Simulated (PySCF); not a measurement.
**Correlation energy of Sc (scandium, neutral)**

[Ar] 3d1 4s2, 2D determinant. Computed with PySCF 2.14 in def2-SVP (5s3p2d1f, 31 functions), with the non-relativistic Hamiltonian (point nucleus). Frozen: [Ar]; 3 electrons correlated.

MP2 pair energies summed by pair of shells (mhartree):

| pair | energy | share (%) |
| --- | --- | --- |
| 4s-4s | -17.71 | 77.9 |
| 3d-4s | -5.04 | 22.1 |

Total MP2 correlation energy: -22.75 mhartree.

Same-spin part -1.70 and opposite-spin part -21.05 mhartree; SCS-MP2 scales them by 1/3 and 6/5 to -25.83 mhartree.
